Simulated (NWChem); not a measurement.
System: sulfuric acid (H2SO4); SMILES O=S(=O)(O)O

The following NWChem deck was run.

```
start job
memory heap 200 mb stack 900 mb global 1100 mb
geometry units angstroms noautoz
  O      0.821928     0.951370     0.806994
  S     -0.191319    -0.000173    -0.001061
  O     -0.853200     0.788207    -1.003759
  O     -0.862057    -0.789230     0.995200
  O      0.830625    -0.950738    -0.799301
  H      1.082782     1.682592     0.224934
  H      1.086593    -1.681661    -0.214690
end
basis spherical
  * library 6-311g**
end
dft
  xc b3lyp
  iterations 150
  mulliken
end
task dft gradient
```

Parts of the log:

```
             Northwest Computational Chemistry Package (NWChem) 7.3.0
             --------------------------------------------------------

 C2  symmetry detected

                             Geometry "geometry" -> ""
                             -------------------------

 Output coordinates in angstroms (scale by  1.889725989 to convert to a.u.)

  No.       Tag          Charge          X              Y              Z
 ---- ---------------- ---------- -------------- -------------- --------------
    1 O                    8.0000     0.82223308    -0.93461291     0.85415375
    2 S                   16.0000     0.00000000     0.00000000    -0.16345369
    3 O                    8.0000    -0.98333022    -0.80877526    -0.82977105
    4 O                    8.0000     0.98333022     0.80877526    -0.82977105
    5 O                    8.0000    -0.82223308     0.93461291     0.85415375
    6 H                    1.0000     0.25380036    -1.67733595     1.11256794
    7 H                    1.0000    -0.25380036     1.67733595     1.11256794

 Effective nuclear repulsion energy (a.u.)     286.6119767548

      Symmetry information
      --------------------

 Group name             C2
 Group number              4
 Group order               2
 No. of unique centers     4

                                 NWChem DFT Module
                                 -----------------

 Summary of "ao basis" -> "ao basis" (spherical)
 ------------------------------------------------------------------------------
       Tag                 Description            Shells   Functions and Types
 ---------------- ------------------------------  ------  ---------------------
 O                          6-311g**                 8       18   4s3p1d
 S                          6-311g**                12       26   6s5p1d
 H                          6-311g**                 4        6   3s1p

      Symmetry analysis of basis
      --------------------------

        a          56
        b          54

            General Information
            -------------------
          SCF calculation type: DFT
          Wavefunction type:  closed shell.
          No. of atoms     :     7
          No. of electrons :    50
           Alpha electrons :    25
            Beta electrons :    25
          Charge           :     0
          Spin multiplicity:     1
          Use of symmetry is: on ; symmetry adaption is: on
          Maximum number of iterations: 150
          AO basis - number of functions:   110
                     number of shells:    52
          Convergence on energy requested:  1.00D-06
          Convergence on density requested:  1.00D-05
          Convergence on gradient requested:  5.00D-04

              XC Information
              --------------
                         B3LYP Method XC Potential
                     Hartree-Fock (Exact) Exchange  0.200
                        Slater Exchange Functional  0.800 local
                    Becke 1988 Exchange Functional  0.720 non-local
              Lee-Yang-Parr Correlation Functional  0.810
                  VWN I RPA Correlation Functional  0.190 local

             Grid Information
             ----------------
          Grid used for XC integration:  medium
          Radial quadrature: Mura-Knowles
          Angular quadrature: Lebedev.
          Tag              B.-S. Rad. Rad. Pts. Rad. Cut. Ang. Pts.
          ---              ---------- --------- --------- ---------
          O                   0.60       49          10.0       434
          S                   1.00       88           8.0       590
          H                   0.35       45          10.0       434
          Grid pruning is: on
          Number of quadrature shells:   231
          Spatial weights used:  Erf1

      Superposition of Atomic Density Guess
      -------------------------------------

 Sum of atomic energies:        -697.58298699

      Non-variational initial energy
      ------------------------------

 Total energy =    -699.671640
 1-e energy   =   -1533.715744
 2-e energy   =     547.432128
 HOMO         =      -0.431357
 LUMO         =       0.067054

      Symmetry analysis of molecular orbitals - initial
      -------------------------------------------------

  Numbering of irreducible representations:

     1 a           2 b

  Orbital symmetries:

     1 a           2 a           3 b           4 b           5 a
     6 a           7 b           8 a           9 b          10 a
    11 b          12 b          13 a          14 a          15 b
    16 a          17 b          18 a          19 b          20 a
    21 a          22 b          23 a          24 b          25 b
    26 a          27 b          28 a          29 b          30 a
    31 b          32 b          33 a          34 b          35 a

     ---------------------------------------------
      Total Density - Mulliken Population Analysis
     ---------------------------------------------

[...]

                         DFT ENERGY GRADIENTS

    atom               coordinates                        gradient
                 x          y          z           x          y          z
   1 O       1.553795  -1.766162   1.614117   -0.002796   0.006186  -0.004433
   2 S       0.000000   0.000000  -0.308883    0.000000   0.000000   0.006747
   3 O      -1.858225  -1.528364  -1.568040    0.001181   0.000899   0.001524
   4 O       1.858225   1.528364  -1.568040   -0.001181  -0.000899   0.001524
   5 O      -1.553795   1.766162   1.614117    0.002796  -0.006186  -0.004433
   6 H       0.479613  -3.169705   2.102449   -0.001445  -0.000485  -0.000465
   7 H      -0.479613   3.169705   2.102449    0.001445   0.000485  -0.000465
```

Level: B3LYP/6-311G** (spherical d). Structure relaxed at the PBE0/def2-SVP level. B3LYP is NWChem's, with the RPA form of VWN correlation.
